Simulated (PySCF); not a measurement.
States of one metal complex from SC-NEVPT2 in the d shell, PySCF, above the ground state:

| 2S+1 | degeneracy | energy / cm⁻¹ | f (electric dipole) |
| --- | --- | --- | --- |
| 3 | 1 | 0 | – |
| 3 | 1 | 758 | 2.5e-07 |
| 3 | 1 | 1307 | 1.1e-07 |
| 1 | 1 | 7416 | – |
| 1 | 1 | 7497 | – |
| 1 | 1 | 7821 | – |
| 1 | 1 | 8571 | – |
| 1 | 1 | 9026 | – |
| 1 | 1 | 17270 | – |
| 3 | 1 | 19421 | 7.0e-04 |
| 3 | 1 | 19592 | 2.1e-04 |
| 3 | 1 | 19877 | 5.9e-03 |

Task: Which of these complexes, all computed at model or optimised geometries, gave the data?
A. [TiCl5]3- (d2, trigonal bipyramidal)
B. [V(SH)6]3- (d2, octahedral)
C. CrCl4 (d2, tetrahedral)
D. [Nb(NH3)3]3+ (d2, trigonal planar)

Result: D. [Nb(NH3)3]3+ (d2, trigonal planar) has a 2S+1 = 3 state (84 % 3F), then a 2S+1 = 3 state (59 % 3F) at 758, a 2S+1 = 3 state (58 % 3F) at 1307 cm⁻¹ (NEVPT2). The others: CrCl4 (d2, tetrahedral) has 3A2, then 1E at 12258, 3T2 at 12339 cm⁻¹ (NEVPT2); [TiCl5]3- (d2, trigonal bipyramidal) has 3A', then 3A'' at 1811, 3A'' at 1879 cm⁻¹ (NEVPT2); [V(SH)6]3- (d2, octahedral) has 3Ag (from 3T1g), then 3Eg (from 3T1g) at 62, 1Eg (from 1T2g) at 10662 cm⁻¹ (NEVPT2).

The d shell alone is too small an active space for [Nb(NH3)3]3+ (an active orbital has only 0.62 squared overlap with the free ion's shell): its levels, fitted parameters, g values and moments show what this model gives and aren't sound predictions.

On [Nb(NH3)3]3+: The geometry is a model, and the complex may not exist in this form. NEVPT2 on the d shell alone tends to put d–d bands too high for such charged or covalently bound ions.
